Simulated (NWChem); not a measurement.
Molecule: C2H11NSi3; SMILES C[Si@H]1NC[SiH2][SiH2]1

```xyz
17

C      0.0828    -2.7925     0.7264
Si    -0.0531    -1.3011    -0.4235
N     -1.4861    -0.3660     0.0131
C     -1.6537     1.0516    -0.3072
Si    -0.0902     2.0000     0.3040
Si     1.5671     0.3971    -0.1643
H     -0.8126    -3.4426     0.6372
H      0.9694    -3.4046     0.4645
H      0.1743    -2.4683     1.7817
H     -0.0551    -1.8130    -1.8530
H     -2.3732    -0.8753     0.0823
H     -2.5326     1.4653     0.2340
H     -1.8271     1.2682    -1.3912
H     -0.2000     2.2328     1.7879
H      0.0508     3.3304    -0.3892
H      2.5160     0.1591     0.9805
H      2.3581     0.6900    -1.4116
```
Atoms are numbered in this order, from 1.

Computed with NWChem. Pople sets run with spherical d functions. STO-3G and 3-21G are far too small for this property and stand as cheap habits. The geometry was optimised at PBE-D3(BJ)/def2-SVP. No frequency run checked for a minimum. Field at 589 nm.

```tsv
level	isotropic polarisability (bohr³)	anisotropy (bohr³)
B3LYP/STO-3G	55.8	19.5
B3LYP/6-31G*	105.7	35.8
B3LYP/def2-SVP	___	___
```

Task: Complete the blanks.

Result: 
- B3LYP/def2-SVP, isotropic polarisability (bohr³): 111.1
- B3LYP/def2-SVP, anisotropy (bohr³): 32.6
